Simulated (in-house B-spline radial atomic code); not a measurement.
How numerical settings move a run on the niobium ion Nb³⁺, [Kr] 4d2. Computed with an all-electron radial atomic-structure program (B-spline basis): non-relativistic LDA exchange-only, spin-polarised, spherical fractional occupations, point nucleus.

Command:
```bash
python run_scf.py task.json out
```
Settings of the sound reference run:
```
Z                41
electrons        38
configuration    [Kr] 4d2
hamiltonian      nr
method           lda,
spin_polarised   True
knot_spacing     0.22
spline_order     8
gauss_points     12
box_radius       16.22
max_iterations   70
damping          0.5
damped_steps     3
diis_vectors     10
tolerance        1e-08
start            Thomas-Fermi
```

Run time, properties included: 0.2 s on 1 thread of Arm Neoverse V1 (shared host).

It converges in 10 iterations to -3745.883033 hartree, with 4d up at -30.5842 eV. The other runs change the listed settings, some to values that make no sense; their results aren't properties of the atom or ion. Radii are in bohr (the nuclear one in fm), a minus after a letter asks for a j subshell, and «unchanged» means within 1e-8 hartree. The run stops when the residual is below 10 × tolerance × max(1, Z/10), or a noise floor if that is larger, and the energy moves by less than 1e-8 × √|E| hartree; so very loose and very tight tolerances often act alike.

| changed settings | outcome |
| --- | --- |
| spline_order = 4 | converged in 10 iterations, energy +1.70e-03 hartree from the reference, 4d up level -2.2e-04 eV |
| electrons = 46, configuration = [Kr] 4d2 6s2 6p6, max_iterations = 50 | converged in 13 iterations to -3745.7242 hartree, a different physical problem (warning: 6s up has a positive eigenvalue: unbound, held by the box) |
| electrons = 39, configuration = [Kr] 4d2 5s-1, max_iterations = 60 | stopped with error: j subshells need the Dirac Hamiltonian and l > 0 |
| start = bare nucleus | converged in 11 iterations, energy unchanged, 4d up level +5.0e-06 eV |
| spline_order = 7 | converged in 10 iterations, energy +1.68e-07 hartree from the reference |
| spline_order = 6 | converged in 10 iterations, energy +2.61e-06 hartree from the reference, 4d up level -4.1e-07 eV |
| spline_order = 5 | converged in 10 iterations, energy +5.24e-05 hartree from the reference, 4d up level -8.3e-06 eV |
| spline_order = 3 | converged in 10 iterations, energy +1.01e-01 hartree from the reference, 4d up level -9.1e-03 eV |
| knot_spacing = 1.4, spline_order = 3, gauss_points = 16, box_radius = 8.11, max_iterations = 75 | converged in 10 iterations, energy +4.14e+02 hartree from the reference, 4d up level -1.8e+01 eV |
| first_knot = 0.00732, max_iterations = 75, damping = 0.8, diis_vectors = 4 | converged in 11 iterations, energy -1.55e-08 hartree from the reference, 4d up level +4.1e-07 eV |
| max_iterations = 12 | converged in 10 iterations, energy unchanged |
| max_iterations = 5 | not converged after 5 iterations, last residual 7.1e-03, last energy +1.09e-03 hartree from the reference |
| max_iterations = 8 | not converged after 8 iterations, last residual 2.3e-05, last energy +6.80e-09 hartree from the reference |

Question: What happens with max_iterations = 3?

Answer: Not converged after 3 iterations, last residual 5.5e-02, last energy +8.73e-02 hartree from the reference.

Question: What happens with spline_order = 10, gauss_points = 5, max_iterations = 8?

Answer: Not converged after 8 iterations, last residual 2.2e-05, last energy -6.12e-08 hartree from the reference.

Question: What happens with max_iterations = 2?

Answer: Not converged after 2 iterations, last residual 2.9e-01, last energy +2.38e+00 hartree from the reference.

Question: What happens with max_iterations = 8, damped_steps = 8, diis_vectors = 4?

Answer: Not converged after 8 iterations, last residual 3.2e-04, last energy +2.94e-06 hartree from the reference.
